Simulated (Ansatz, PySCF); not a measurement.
This Ansatz (a quantum-chemistry and plane-wave program) input computes a BLYP/def2-TZVPD energy:

Ansatz 0.2 input:
```yaml
crystal:
  periodic: [false, false, false]
  atoms:
    - {symbol: Ge, position_ang: [-0.01666714, -0.01482603, -0.00106166]}
    - {symbol: O, position_ang: [-1.31849404, -1.17284874, -0.08398536]}
    - {symbol: F, position_ang: [-0.21855309, 1.53016977, -0.58608032]}
    - {symbol: F, position_ang: [1.44980874, -0.43492277, 0.66450878]}
basis:
  gaussian:
    orbitals: def2-TZVPD
hamiltonian:
  xc: {name: BLYP}
total_charge: 1
magnetization: {spin_polarized: true, initial_magnetization: 1}
output: {forces: true}
```

**Question.** Write an input for the same energy in PySCF and say what it gives.

**Answer.** 
```python
from pyscf import gto, scf, dft

mol = gto.M(
    atom='''
    Ge   -0.01666714   -0.01482603   -0.00106166
    O    -1.31849404   -1.17284874   -0.08398536
    F    -0.21855309    1.53016977   -0.58608032
    F     1.44980874   -0.43492277    0.66450878
    ''',
    basis='def2-tzvpd',
    charge=1,
    spin=1,
    verbose=4,
)

mf = dft.UKS(mol, xc='blyp').density_fit(auxbasis='def2-universal-jkfit')
mf.grids.level = 3
mf.conv_tol = 1e-9
mf.max_cycle = 100
mf.max_memory = 1500
mf.kernel()
if not mf.converged:
    mf = mf.newton()
    mf.kernel(mf.make_rdm1())
for _ in range(2):
    mo, _, stable, _ = mf.stability(return_status=True)
    if stable:
        break
    mf.kernel(mf.make_rdm1(mo, mf.mo_occ))
mf.analyze()
```
It gives -2351.71050 Eh, and Ansatz -2351.71043 Eh, a difference of 0.07 mEh, from the treatment of integrals and grids.
